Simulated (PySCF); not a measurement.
Gas-phase equilibrium of 1 mol HCl, 0.27 mol O2 at 2000 K and 1.01 bar, among 14 species (ClO, O2, HCl, O, HO2, H2O, H, HOCl, H2O2, O3, H2, Cl, Cl2, OH). Only gases are allowed; each row takes one source of thermochemistry for all species, and Cantera finds the minimum.

Energies from PySCF, thermal terms from the rigid-rotor harmonic-oscillator model, ideal gas at 1 bar. The comparison is the NASA 1993 polynomial table, which mixes measured and estimated data. † marks an energy on the PBE0/def2-TZVP geometry and frequencies. Open shells (unrestricted) among the columns below: O2 (multiplicity 3), Cl (multiplicity 2, electronic degeneracy 6), OH (multiplicity 2, electronic degeneracy 4); the rest are closed-shell singlets. Spin-orbit splitting is ignored; it lowers the true energy and changes the entropy of Cl, OH. The harmonic model lacks anharmonicity and excited electronic states, which grow with temperature; levels with a mode under 35 cm⁻¹ are left out. The table's entry may be an old estimate for OH (not checked at source).

Molecules larger than those listed are left out.

With table thermochemistry: HCl 0.63, O2 0.17, Cl 0.11, H2O 0.073, Cl2 0.021, OH 0.0017.

Task: How far does the composition move with the other sources (M06-2X/def2-TZVP†, PBE/def2-TZVP†, PBE0/def2-SVP†, r2SCAN/def2-TZVP†, ωB97M-V/def2-TZVP†, ωB97X-V/def2-TZVP†)?

Result: 
| thermochemistry | x HCl | x O2 | x Cl | x H2O | x Cl2 | x OH |
|---|---|---|---|---|---|---|
| table | 0.63 | 0.17 | 0.11 | 0.073 | 0.021 | 0.0017 |
| M06-2X/def2-TZVP† | 0.64 | 0.17 | 0.10 | 0.067 | 0.017 | 0.0019 |
| PBE/def2-TZVP† | 0.70 | 0.19 | 0.046 | 0.039 | 0.016 | 0.00059 |
| PBE0/def2-SVP† | 0.69 | 0.19 | 0.075 | 0.038 | 0.0019 | 0.0013 |
| r2SCAN/def2-TZVP† | 0.69 | 0.19 | 0.067 | 0.040 | 0.0074 | 0.0017 |
| ωB97M-V/def2-TZVP† | 0.67 | 0.18 | 0.081 | 0.054 | 0.014 | 0.0018 |
| ωB97X-V/def2-TZVP† | 0.68 | 0.19 | 0.078 | 0.046 | 0.0080 | 0.0015 |
The most sensitive of these is Cl2: it spans a factor of 10^1.0 over these rows; at this temperature one factor of ten is RT ln 10 = 38 kJ/mol.
